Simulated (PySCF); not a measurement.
# Mayer bond orders and bond lengths

Compound: C₆H₁₂OSi₂.
SMILES with atom numbers: `[CH2:1]=[C:2]([CH3:3])[C@@:4]1([SiH3:5])[CH:6]=[CH:7][O:8][SiH2:9]1` (hydrogens: H10, H11 on C1; H12, H13, H14 on C3; H15, H16, H17 on Si5; H18 on C6; H19 on C7; H20, H21 on Si9)

Geometry (GFN2-xTB, Å), atoms numbered from 1 in this order:
```
atom  x, y, z in Å
C1    -1.1427    1.9374   -0.1546
C2    -1.0239    0.6361    0.0725
C3    -2.1720   -0.1667    0.6071
C4     0.2487   -0.1192   -0.1412
Si5   -0.0073   -1.6769   -1.2293
C6     1.3212    0.6748   -0.8298
C7     2.4765    0.7545   -0.1919
O8     2.5756    0.1541    1.0365
Si9    1.1504   -0.5110    1.5166
H10   -2.0692    2.4579    0.0227
H11   -0.3279    2.5355   -0.5237
H12   -2.9642    0.4848    0.9675
H13   -2.5836   -0.8075   -0.1729
H14   -1.8383   -0.8049    1.4243
H15   -0.7619   -2.7032   -0.5051
H16    1.3029   -2.2112   -1.6016
H17   -0.7430   -1.2835   -2.4343
H18    1.1545    1.1115   -1.7990
H19    3.3818    1.2390   -0.5195
H20    1.3849   -1.9224    1.7982
H21    0.6286    0.2378    2.6570
```

Bond orders from the PBE0/pcSseg-1 density (PySCF). Isolated species at its GFN2-xTB geometry (one conformer only).

How far do the computed orders between heavy atoms stray from the drawn ones?

The largest departure is 0.181, at Si9–C4 (drawn single, 0.819) and C6–C7 (drawn double, 1.820). Drawn single, order below 0.88: C4–Si5 (0.829) and Si9–C4 (0.819).

Set the Mayer orders of the bonds beside their lengths.

| bond | drawn as | length (Å) | Mayer order |
| --- | --- | --- | --- |
| C1–C2 | double | 1.326 | 2.015 |
| C2–C3 | single | 1.499 | 1.049 |
| C2–C4 | single | 1.495 | 0.938 |
| C4–Si5 | single | 1.917 | 0.829 |
| C4–C6 | single | 1.502 | 1.020 |
| C6–C7 | double | 1.322 | 1.820 |
| C7–O8 | single | 1.371 | 0.969 |
| O8–Si9 | single | 1.644 | 0.947 |
| Si9–C4 | single | 1.927 | 0.819 |
| C1–H10 | single | 1.077 | 0.933 |
| C1–H11 | single | 1.076 | 0.931 |
| C3–H12 | single | 1.087 | 0.957 |
| C3–H13 | single | 1.090 | 0.934 |
| C3–H14 | single | 1.089 | 0.948 |
| Si5–H15 | single | 1.465 | 0.933 |
| Si5–H16 | single | 1.463 | 0.950 |
| Si5–H17 | single | 1.466 | 0.949 |
| C6–H18 | single | 1.076 | 0.969 |
| C7–H19 | single | 1.078 | 0.978 |
| Si9–H20 | single | 1.458 | 0.913 |
| Si9–H21 | single | 1.461 | 0.916 |

By pair of heavy elements: C–C: lowest C2–C4 (0.938, 1.495 Å), highest C1–C2 (2.015, 1.326 Å); in 3 of the 10 pairs the longer bond (by over 0.003 Å) has the higher order (by 0.02 or more). C–Si: all 2 within 0.02 of one another (0.819 to 0.829).

Sum the orders of all bonds at each heavy atom with more than one neighbour and set the sums beside the valence in the SMILES.

C1 3.879 (drawn 4), C2 4.002 (drawn 4), C3 3.888 (drawn 4), C4 3.606 (drawn 4), Si5 3.661 (drawn 4), C6 3.809 (drawn 4), C7 3.767 (drawn 4), O8 1.916 (drawn 2), Si9 3.595 (drawn 4). Orders between atoms that aren't bonded are not in these sums.

The Mayer order sums products of elements of PS (density times overlap matrix) between the two atoms' basis functions, so it depends on the basis set.
